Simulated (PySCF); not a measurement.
SnH₄ + Cl₂ → SnH₂ + 2 HCl

Level: PBE0 in the def2-TZVP basis family, computed in PySCF with density fitting; scalar-relativistic core potentials for atoms from Rb on, none lighter, no spin–orbit coupling; open shells unrestricted.

```tsv
species	state and structure	E (Eh)	ZPE (kJ/mol)	H(298 K) − H(0) (kJ/mol)	S° (J/(mol K))
SnH₄	singlet, Td, Sn–H 1.704 Å (×4)	-216.66474	68.3	11.3	228.6
Cl₂	singlet, D∞h, Cl–Cl 1.982 Å	-920.08940	3.5	9.1	222.5
SnH₂	singlet, C2v, Sn–H 1.773 Å (×2); H–Sn–H 90.6°	-215.45814	25.5	10.1	229.6
HCl	singlet, C∞v, H–Cl 1.279 Å	-460.66440	17.9	8.7	186.6
```

**Question.** What is the electronic reaction energy?

**Answer.** At PBE0/def2-TZVP, ΔE = -86.1 kJ/mol from the differences of the total energies times 2625.5, downhill. 

**Question.** Add zero-point, thermal and entropy terms for 298.15 K and 1 bar.

**Answer.** ΔZPE = -10.5 and Δ[H(298) − H(0)] = 7.1 kJ/mol give ΔH° = -89.5 kJ/mol. ΔS° = 151.7 J/(mol K), so ΔG° = -89.5 − 298.15 × (0.1517) = -135 kJ/mol and log₁₀K = 23.6.

The structures come from searches over a few start shapes, so lower isomers are not excluded.
